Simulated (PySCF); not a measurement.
# Zr²⁺: excitation energy

Zr²⁺ [Kr] 4d2 (3F) → Zr²⁺ [Kr] 4d1 5s1 (3D), as a difference of total energies. Computed with PySCF 2.14 in def2-QZVPPD with the def2 core potential (28 electrons), with scalar relativity through the core potential. Correlated levels: valence: 4s2 4p6 frozen. The calculations carry no spin-orbit coupling.

```tsv
method	excitation energy (eV)
UHF	2.305
MP2 (valence)	2.283
SCS-MP2 (valence)	2.298
CCSD (valence)	2.270
```

Task: How much does correlation contribute at MP2 (valence)?

Result: 2.283 − (2.305) = -0.022 eV, measured against UHF.

With two correlated electrons CCSD is exact in that space.
